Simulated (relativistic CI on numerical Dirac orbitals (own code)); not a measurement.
Sensitivity of the levels of Tm23+ to α and to the nuclear radius

Calculated at this level of theory: Dirac-Coulomb-Breit CI, orbitals from a KLI potential per configuration, derivatives by finite differences, unscaled Slater integrals, QED left out (own radial code, finite nucleus).

Configurations in the expansion (outside the closed core [Ar] 3d10): 4s²4p⁶4d¹⁰, 4s²4p⁶4d⁹4f, 4s²4p⁵4d¹⁰4f, 4s²4p⁶4d⁹5s, 4s4p⁶4d¹⁰4f, 4s²4p⁶4d⁹5p. Double excitations out of closed p, d and f shells are left out; levels of such configurations are missing from the list, as are those of other unlisted configurations, and high levels can miss mixing partners.

With x = (α/α₀)² − 1 an excitation energy changes as ω = ω₀ + qx; K = 2q/ω₀ is the relative enhancement. Terms are leading LS components, so labels can repeat. The field-shift factor is F = δν/δ⟨r²⟩ for the transition from the lowest level.

Lowest level 4s²4p⁶4d¹⁰ ¹S0.

```tsv
Level	ω₀ (cm⁻¹)	q (cm⁻¹)	K	F (GHz/fm²)
4s²4p⁶4d⁹4f ³P°0	1328905	-4639	-0.00698	13.6
4s²4p⁶4d⁹4f ³P°1	1341738	2297	0.00342	13.8
4s²4p⁶4d⁹4f ³P°2	1367383	13620	0.0199	14.2
4s²4p⁶4d⁹4f ³H°5	1378403	-3741	-0.00543	13.9
4s²4p⁶4d⁹4f ³H°6	1383358	10650	0.0154	14.4
4s²4p⁶4d⁹4f ¹D°2	1398297	2721	0.00389	14.1
4s²4p⁶4d⁹4f ³F°3	1398569	-2243	-0.00321	13.9
4s²4p⁶4d⁹4f ³G°4	1404355	624.7	0.00089	14.1
4s²4p⁶4d⁹4f ³F°4	1416459	14170	0.02	14.4
4s²4p⁶4d⁹4f ³G°5	1429443	12640	0.0177	14.7
4s²4p⁶4d⁹4f ³D°1	1434659	38850	0.0542	15
4s²4p⁶4d⁹4f ³D°3	1436486	15130	0.0211	14.7
4s²4p⁶4d⁹4f ³H°4	1462999	70990	0.0971	15.7
```

At this charge energies of transitions that change n are usually good to better than 1 %, and those within a shell (Δn = 0) to a few per cent.
